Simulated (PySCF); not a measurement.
Species: C7H13NSi.
Numbering: `[CH:1]#[C:2][C@@H:3]1[CH2:4][Si@H:5]([NH2:6])[CH2:7][C@@H:8]1[CH3:9]`

Cartesian coordinates in Å at the PBE0-D3(BJ)/def2-SVP level; atoms count from 1:
```
atom  x, y, z in Å
C1     3.2957   -1.3578    0.4613
C2     2.1611   -0.9756    0.6499
C3     0.7903   -0.5248    0.8611
C4    -0.2638   -1.4296    0.1765
Si5   -1.8127   -0.3399    0.1693
N6    -2.4462   -0.1920   -1.4463
C7    -0.9368    1.2462    0.7178
C8     0.5504    0.9529    0.4396
C9     0.9066    1.2097   -1.0197
H10    4.3021   -1.6967    0.2994
H11    0.6039   -0.5658    1.9508
H12   -0.3612   -2.3926    0.6979
H13    0.0394   -1.6471   -0.8601
H14   -2.8226   -0.7949    1.1866
H15   -2.7447   -1.0381   -1.9220
H16   -3.1186    0.5474   -1.6258
H17   -1.2770    2.1575    0.2019
H18   -1.1086    1.4004    1.7964
H19    1.1930    1.5894    1.0719
H20    0.8166    2.2824   -1.2499
H21    1.9388    0.8980   -1.2381
H22    0.2272    0.6739   -1.7017
```

Definitions: NICS(0) = −σiso at the ring centroid; NICS(1) = −σiso and NICS(1)zz = −σzz at ±1 Å along the ring normal z. Level: GIAO PBE0/pcSseg-1 (PySCF, non-relativistic, gas phase) on the PBE0-D3(BJ)/def2-SVP geometry, one conformer.

Ring bond lengths (Å), with Mayer bond orders in brackets: C3–C4 1.549 (1.00), C4–Si5 1.894 (0.90), Si5–C7 1.893 (0.90), C7–C8 1.541 (1.01), C8–C3 1.555 (0.98).

Question: Give the NICS values of each ring in ppm.

Answer: 
```json
{"ring": "C3–C4–Si5–C7–C8", "type": "5-membered ring with Si; formal bonds all single", "NICS(0)": "-5.6", "NICS(1), two faces": "-4.5 / -3.8", "NICS(1)zz, two faces": "-3.3 / -2.9", "rms pucker (Å)": "0.20", "centre to ring atoms, mean (Å)": "1.40"}
```

Question: What do they say, and how far can they be read as aromaticity?

Answer: 
- C3–C4–Si5–C7–C8: mean NICS(1)zz -3.1 ppm, shielded. C3, C4, Si5, C7, C8 have four or more neighbours, so the value isn't read as a sign of a π ring current.

Question: At the first NICS(1) probe listed for ring C3–C4–Si5–C7–C8, 1 Å off the ring, what do the in-plane components average?

Answer: The isotropic value is a third of the trace: (3 × -4.5 − (-3.3))/2 = -5.1 ppm.

Question: Give the inner angles of the rings and the Hirshfeld charges of the ring atoms.

Answer: 
- C3–C4–Si5–C7–C8: C3 109.3° (-0.009 e), C4 102.8° (-0.161 e), Si5 95.9° (+0.389 e), C7 103.6° (-0.163 e), C8 106.3° (-0.016 e); sum 517.9° against 540° for a flat convex ring.

Question: How do the values depend on the level or the medium?

Answer: 
```csv
level,"NICS(0), C3–C4–Si5–C7–C8","mean NICS(1)zz, C3–C4–Si5–C7–C8"
"PBE0/pcSseg-1, gas",-5.6,-3.1
"wB97X-D/pcSseg-1, gas",-5.5,-3.0
"PBE0/pcSseg-1, IEF-PCM acetonitrile",-5.7,-3.2
"PBE0/pcSseg-1, IEF-PCM tetrahydrofuran",-5.7,-3.2
```

The geometry is the same throughout; the continuum's cavity takes Bondi-type radii × 1.2.
